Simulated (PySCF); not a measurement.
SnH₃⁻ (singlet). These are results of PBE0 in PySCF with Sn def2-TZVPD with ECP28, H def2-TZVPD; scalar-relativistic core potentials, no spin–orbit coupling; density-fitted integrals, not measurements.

Harmonic bands of its minimum:

| ω (cm⁻¹) | IR (km/mol, summed over degenerate members) | degeneracy |
| --- | --- | --- |
| 722 | 214 | 1 |
| 742 | 113 | 2 |
| 1580 | 1567 | 2 |
| 1583 | 696 | 1 |

The central atom is Sn. Infer the point group and assign the bands.

C3v. The modes span 2a1 + 2e: 722 a1, 742 e, 1580 e, 1583 a1. The computed geometry has Sn–H 1.798 Å (×3); H–Sn–H 92.6° (×3).

This need not be the most stable arrangement of these atoms. The lowest empty level of this anion is unbound, so it and the gap depend on the basis.
